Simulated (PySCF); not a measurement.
# Converging SnB in the basis (PBE0)

PySCF, UKS reference; quartet, unpaired electrons σ ↑, π ↑↑; De to Sn + B without counterpoise correction.

| basis | relativity | functions | Re (Å) | ωe (cm⁻¹) | De (eV) | μ (D) |
| --- | --- | --- | --- | --- | --- | --- |
| cc-pVDZ-PP/cc-pVDZ | scalar-relativistic core potentials | 37 | 2.185 | 557 | 2.74 | -1.40 |
| def2-SVP | scalar-relativistic core potentials | 40 | 2.179 | 568 | 2.80 | -1.41 |
| x2c-SVPall | spin-free X2C | 50 | 2.174 | 577 | 2.85 | -1.36 |
| aug-cc-pVDZ-PP/aug-cc-pVDZ | scalar-relativistic core potentials | 55 | 2.186 | 555 | 2.74 | -1.44 |
| x2c-TZVPPall | spin-free X2C | 91 | 2.175 | 562 | 2.79 | -1.41 |

How does each smaller set differ from the one with most functions, x2c-TZVPPall?

cc-pVDZ-PP/cc-pVDZ: +1.0 pm, -0.9 % in ωe, -0.05 eV in De; def2-SVP: +0.4 pm, +1.1 % in ωe, +0.01 eV in De; x2c-SVPall: -0.1 pm, +2.7 % in ωe, +0.06 eV in De; aug-cc-pVDZ-PP/aug-cc-pVDZ: +1.1 pm, -1.2 % in ωe, -0.05 eV in De. All at PBE0; the set with most functions is neither the basis-set limit nor always the best. The rows treat relativity differently, so the differences are not basis effects alone.

A positive dipole means Sn(−)B(+). These are scalar-relativistic numbers at best; spin–orbit coupling would shift them, the dissociation energy most. The state is the lowest determinant that a PBE0 search found; another state may lie lower at other levels.
